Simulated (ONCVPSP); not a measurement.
# strontium: one change to an ONCV potential, before and after

- Element: Sr
- Generator: ONCVPSP 4.0.1
- Type: optimised norm-conserving Vanderbilt (ONCV)
- Functional: LDA (Perdew-Wang 92)
- Relativity: scalar-relativistic
- Frozen core: [Ar] 3d10
- Valence charge: 10
- Reference configuration: 4s2 4p6 5s2
- Partial waves: 4s+5s: rc 2.45 bohr, ncon 3, nbas 6, qcut 6.5 1/bohr, 2 projectors; 4p: rc 1.90 bohr, ncon 5, nbas 9, qcut 5.8 1/bohr, 3 projectors, debl 1.6 Ha; d scattering state at 0.03 Ha: rc 2.60 bohr, ncon 3, nbas 6, qcut 3.2 1/bohr, 2 projectors, debl 2.5 Ha
- Local potential: polynomial inside 1.70 bohr (lpopt 5, dvloc0 0 Ha)
- Core correction: Teter function, fcfact 4.5, rcfact 1.1

In the d channel the program set the typed energies aside and used 0.050, 2.550 Ha.

All-electron outer shells of the reference configuration (LDA (PZ), scalar-relativistic, ld1.x):

```json
{"shell": "4s", "level (eV)": "-40.91", "outermost node (bohr)": "0.59", "outermost maximum (bohr)": "1.19"}
{"shell": "4p", "level (eV)": "-22.85", "outermost node (bohr)": "0.61", "outermost maximum (bohr)": "1.32"}
{"shell": "5s", "level (eV)": "-3.64", "outermost node (bohr)": "1.65", "outermost maximum (bohr)": "3.62"}
```

Change: p: qcut 8.6.

Cutoffs: the cutoffs (Ha) at which the residual kinetic energy of the hardest occupied pseudo-wave falls to 1 and 0.1 mHa per electron; they do not see the model core or the augmentation charge, which bear on the density cutoff. Errors are all-electron minus pseudo energies relative to the spin-unpolarised reference configuration.

Q: How do hardness, ghosts and transferability respond?

A: The potential gets harder (12 Ha and 22 Ha → 22 Ha and 27 Ha); the errors of the 4 common tests hardly move; neither file shows a bound ghost. The waves are optimised to have the least kinetic energy above qcut, so the cutoff follows it (qcut²/2 in Ha).

| quantity | base | changed |
| --- | --- | --- |
| cutoff, loose | 12 Ha | 22 Ha |
| cutoff, tight | 22 Ha | 27 Ha |
| loose cutoff by channel | s 9.1 Ha, p 12 Ha | s 9.1 Ha, p 22 Ha |
| bound ghosts | none | none |
| GHOST(+) flags under 300 eV | d at 293.5 eV | d at 293.5 eV |
| error for 4s2 4p6 5s1, meV [ΔE 6.06 eV] | -0.7 | -0.7 |
| error for 4s2 4p6 5s0, meV [ΔE 17.24 eV] | -3.4 | -3.9 |
| error for 4s2 4p6 5s1.5, meV [ΔE 2.41 eV] | -0.2 | -0.2 |
| error for 4s1 4p6 5s2, meV [ΔE 47.08 eV] | -191 | -211 |
| s: phases at 2.49 bohr within 0.05 rad from the reference energy up to (Ha; the scan ends near 5) | 3.6 | 3.6 |
| p: phases at 1.92 bohr within 0.05 rad from the reference energy up to (Ha; the scan ends near 5) | to the end of the scan | to the end of the scan |
| d: phases at 2.64 bohr within 0.05 rad from the reference energy up to (Ha; the scan ends near 5) | 1.3 | 1.3 |
| rms error of d²Exc/dni dnj with the model core, mHa | 1.64 | 1.67 |
